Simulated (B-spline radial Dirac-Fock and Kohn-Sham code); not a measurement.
**L-shell conversion coefficients of Al against transition energy**

These are calculated numbers from a radial finite-basis atomic code; the model is a Dirac-Hartree-Slater potential of the neutral atom with a Latter tail (no hole, which puts coefficients of high multipoles low close above an edge), finite nucleus with surface currents. Subshells within 1 keV of threshold and pair formation are left out.

```
energy (keV)        E3        E4        E5        M2        M3        M4
        10.9      7420  1.03e+06  1.35e+08      8.42       915    104000
        12.7      3190    364000  4.05e+07      4.56       416     39800
          14      1870    189000  1.88e+07      3.09       253     21700
        16.1       879     74300  6.32e+06      1.78       125      9170
        17.5       563     42800  3.31e+06      1.28      82.1      5510
        18.7       395     27700  1.98e+06     0.990      59.0      3680
          20       277     17800  1.18e+06     0.762      42.2      2450
        29.2      38.3      1560     66400     0.180      6.67       258
        42.3      5.71       153      4270    0.0454      1.15      30.3
          50      2.44      54.6      1270    0.0247     0.530      11.8
          63     0.755      13.3       242    0.0108     0.185      3.25
        84.7     0.170      2.25      30.1   0.00382    0.0493     0.650
         100    0.0742     0.838      9.54   0.00216    0.0238     0.269
         172   0.00515    0.0359     0.248  0.000356   0.00243    0.0168
         200   0.00249    0.0153    0.0930  0.000219   0.00132   0.00801
         254  0.000808   0.00408    0.0204  0.000104  0.000516   0.00257
         279  0.000524   0.00246    0.0114  7.82e-05  0.000360   0.00167
         438  7.23e-05  0.000244  0.000810  2.09e-05  6.95e-05  0.000230
         500  4.20e-05  0.000130  0.000394  1.45e-05  4.41e-05  0.000134
         971  3.98e-06  8.32e-06  1.71e-05  2.66e-06  5.56e-06  1.15e-05
        1000  3.64e-06  7.49e-06  1.52e-05  2.48e-06  5.12e-06  1.04e-05
        1010  3.53e-06  7.24e-06  1.46e-05  2.42e-06  4.97e-06  1.01e-05
        1210  2.11e-06  3.96e-06  7.36e-06  1.60e-06  3.03e-06  5.66e-06
        1380  1.49e-06  2.64e-06  4.64e-06  1.20e-06  2.15e-06  3.80e-06
        1570  1.08e-06  1.82e-06  3.03e-06  9.13e-07  1.56e-06  2.61e-06
        1840  7.44e-07  1.19e-06  1.87e-06  6.61e-07  1.06e-06  1.69e-06
        2000  6.19e-07  9.60e-07  1.47e-06  5.61e-07  8.78e-07  1.36e-06
        2070  5.75e-07  8.82e-07  1.34e-06  5.25e-07  8.12e-07  1.24e-06
        2170  5.21e-07  7.87e-07  1.18e-06  4.79e-07  7.31e-07  1.10e-06
```

Problem. How fast do they fall between 2000 and 2170 keV?

Solution. As powers of the energy: E3 E^-2.12, E4 E^-2.44, E5 E^-2.75, M2 E^-1.92, M3 E^-2.24, M4 E^-2.55. Within one type (E or M) the higher multipoles fall faster.
